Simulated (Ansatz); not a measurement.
Cartesian coordinates in Å:
```
C 1.843 -1.402 0.413
Si 0.572 -0.166 0.994
F 1.272 1.286 1.027
B -1.055 -0.166 -0.171
Si -1.713 1.433 -1.184
H 2.151 -1.205 -0.616
H 1.437 -2.415 0.462
H 2.731 -1.356 1.049
H 0.171 -0.462 2.401
H -1.689 -1.183 -0.202
H -2.633 1.121 -2.313
H -0.610 2.294 -1.690
H -2.478 2.221 -0.170
```

The species carries charge 0 and has multiplicity 1.

List the r2SCAN/def2-TZVPP orbital energies in eV (Ansatz). (Estimate.)

Computed: Occupied: -1791.47, -1790.67, -665.70, -272.93, -180.95, -141.84, -141.19, -96.76, -96.68, -96.66, -96.06, -96.04, -96.02, -30.79, -18.49, -14.54, -13.46, -12.04, -11.13, -10.80, -10.43, -10.30, -10.10, -8.91, -8.83, -8.17, -7.93, -6.87. Lowest empty: -3.59, -0.03, 0.70, 0.84, 1.06, 1.49, 1.88, 1.98.
